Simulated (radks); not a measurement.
Q: Coherent X-ray form factor from a spherical all-electron density. Method: scalar-relativistic Kohn-Sham, PBE, spin-polarised, spherical densities, finite nucleus; Fermi nuclear charge, rms radius of each element as measured or else 0.836 A^(1/3) + 0.57 fm; computed with a radial shooting solver on a logarithmic mesh with Libxc functionals.

| sin(theta)/lambda (1/angstrom) | f0 (electrons) |
|---|---|
| 0.05 | 33.951 |
| 0.1 | 33.807 |
| 0.15 | 33.568 |
| 0.2 | 33.239 |
| 0.25 | 32.826 |
| 0.3 | 32.335 |
| 0.4 | 31.149 |
| 0.5 | 29.752 |
| 0.6 | 28.216 |
| 0.8 | 25.000 |
| 1 | 21.939 |
| 1.25 | 18.644 |
| 1.5 | 15.959 |
| 2 | 11.833 |

The species is in the configuration that NIST lists as its ground one. Which atom or ion scatters so?

A: The dysprosium ion Dy32+, [Ar] 3d10 4s2 4p4. Extrapolating in s^2 from the first two rows gives f0(0) = 34.0, near the electron count 34; among species with that count, the fall with angle is slower the higher Z, and the table is that of Z = 66; from so few rows the species is fixed only to a neighbour or two.
